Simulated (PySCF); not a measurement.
# Unknowns

[PySCF 2.14: geometry: GFN2-xTB; GIAO PBE0/pcSseg-1 shieldings; a single conformation; non-relativistic Hamiltonian; averaged over atoms made equivalent by symmetry, fast rotation or ring inversion; isolated molecule]

Scale: ¹H (σ = 31.72 ppm) and ¹³C (σ = 186.93 ppm) vs TMS (reference shieldings calculated alike). Splittings of carbon signals by F and P are missing where no couplings were computed. Where no couplings were computed, multiplicities follow the n + 1 count of equivalent neighbours, and m marks all less simple cases (inequivalent or close neighbours, rings, F or P nearby). Shifts are as computed. Against solution values, carbons near 30 ppm lie about +3 ppm off and those near 130 ppm about +5 ppm; carbons on Cl a further +6 ppm (rms about the fit 2.1 ppm; single classes can miss by 10 ppm). Of 1328 compounds with measured shifts, 309 miss one by over three times the rms of a fit or turn the order of signals round; such compounds aren't used in these exercises. Signals without a measured value on file couldn't be tested in this way; 1H shifts scatter by 0.2 ppm about their fit, and single ones miss by 0.5 ppm. Carbons bonded to Cl come out too deshielded.

Question: C$_{7}$H$_{8}$ClF. ¹H NMR (400 MHz, computed): δ 6.77 (m, 1H), 6.33 (m, 1H), 3.72 (m, 1H), 2.65 (m, 1H), 2.39 (m, 1H), 2.22 (m, 1H), 2.21 (m, 1H), 1.92 (m, 1H). ¹³C{¹H} NMR (computed): δ 152.1 (CH), 140.9 (CH), 107.7 (C), 62.2 (CH), 54.6 (CH2), 51.7 (CH), 44.9 (CH2). Give a structure.

Answer: `F[C@@]12C=C[C@@H](C1)[C@@H](Cl)C2`. Rings plus π bonds: 3 (2 rings in the answer). 7 carbon signals for 7 carbons: no two carbons are equivalent. Carbon types of the structure: 1 × C, 4 × CH, 2 × CH2, which accounts for all hydrogens. δC 152.1, 140.9: alkene CH; an sp2 carbon of a C=C bond. δC 107.7: allylic fully substituted sp3 carbon bonded to F; pulled downfield by the heteroatom. δC 62.2: sp3 CH bonded to Cl; the inductive effect lowers its shielding. δH 6.77, 6.33: hydrogen on an alkene CH; attached to an sp2 carbon and in the plane of the double bond.

The shifts were computed for this structure. Such data don't tell enantiomers apart.

Question: C$_{7}$H$_{8}$ClF. ¹H NMR (300 MHz, computed): δ 6.45 (m, 1H), 6.26 (m, 1H), 4.85 (m, 1H), 3.95 (m, 1H), 2.96 (m, 1H), 2.68 (m, 1H), 2.55 (m, 1H), 1.75 (m, 1H). ¹³C{¹H} NMR (computed): δ 149.3 (CH), 141.4 (CH), 96.4 (CH), 73.4 (CH), 57.5 (CH), 51.0 (CH), 32.9 (CH2). Give a structure.

Answer: `InChI=1S/C7H8ClF/c8-7-4-1-2-5(7)6(9)3-4/h1-2,4-7H,3H2/t4-,5+,6-,7+/m1/s1`. The formula gives 3 degrees of unsaturation (2 rings in the answer). 7 carbon signals for 7 carbons: no two carbons are equivalent. Carbon types of the structure: 6 × CH, 1 × CH2, which accounts for all hydrogens. δC 149.3, 141.4: alkene CH; an sp2 carbon of a C=C bond. δC 96.4: sp3 CH bonded to F; the inductive effect lowers its shielding. δC 73.4: sp3 CH bonded to Cl; deshielded by the electronegative neighbour. δH 4.85: hydrogen on an sp3 CH bonded to F; its carbon carries F, which withdraws density.

The shifts were computed for this structure.
